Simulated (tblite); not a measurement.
Q: Write Cartesian coordinates for `CC[C@@H](C)N1CCCN1` as optimised with GFN2-xTB.

A: 
```
atom  x, y, z in Å
C1    -2.5472    0.4839   -0.8454
C2    -1.8676    0.5677    0.5156
C3    -0.6852   -0.3976    0.6685
C4    -1.1204   -1.8452    0.4424
N5     0.3558   -0.0565   -0.2989
C6     1.5943   -0.8344   -0.1374
C7     2.7379    0.1861   -0.1203
C8     2.0018    1.4331    0.3811
N9     0.6908    1.3373   -0.2424
H10   -3.2697    1.2900   -0.9509
H11   -3.0718   -0.4601   -0.9653
H12   -1.8058    0.5737   -1.6334
H13   -2.5921    0.3532    1.3042
H14   -1.4935    1.5812    0.6637
H15   -0.3072   -0.2996    1.7051
H16   -1.3109   -2.0125   -0.6132
H17   -2.0271   -2.0493    1.0062
H18   -0.3544   -2.5457    0.7651
H19    1.5829   -1.3904    0.8073
H20    1.6844   -1.5467   -0.9610
H21    3.1213    0.3576   -1.1276
H22    3.5589   -0.1201    0.5238
H23    2.4898    2.3710    0.1211
H24    1.8696    1.3890    1.4671
H25    0.7543    1.6584   -1.2091
```

Orientation and origin are arbitrary. Atoms count from 1 in this order. N5 (hydrazine nitrogen) is pyramidal (angles 113.8°, 111.5° and 108.2°, sum 333.6°, 0.44 Å off the plane of its three neighbours). N9 (hydrazine nitrogen) is pyramidal (angles 109.2°, 106.9° and 106.4°, sum 322.6°, 0.46 Å off the plane of its three neighbours). The 5-membered ring N5–C6–C7–C8–N9 has internal angles of 100.8° to 108.2°; it is puckered, 0.16 Å rms from its mean plane, widest ring torsion 37°. Of the pairs four or more bonds apart, N9···H14 is among the closest relative to their van der Waals radii: 2.38 Å, 86 % of the sum of Bondi's values.

Bonds between heavy atoms (Å): C1–C2 1.524, C2–C3 1.534, C3–C4 1.528, C3–N5 1.462, N5–C6 1.471, C6–C7 1.533, C7–C8 1.532, C8–N9 1.455, N5–N9 1.435.

The geometry is computed with GFN2-xTB (gas phase).

Point group: C1 (no symmetry element, even within 0.4 Å). Its GFN2-xTB frequencies are all real (lowest 44 cm⁻¹). One conformer, not necessarily the lowest (C1–C2–C3–C4 -58°, C2–C3–N5–C6 174°, C3–N5–C6–C7 -130°, N5–C6–C7–C8 26°, C6–C7–C8–N9 -37°, C7–C8–N9–N5 35°).
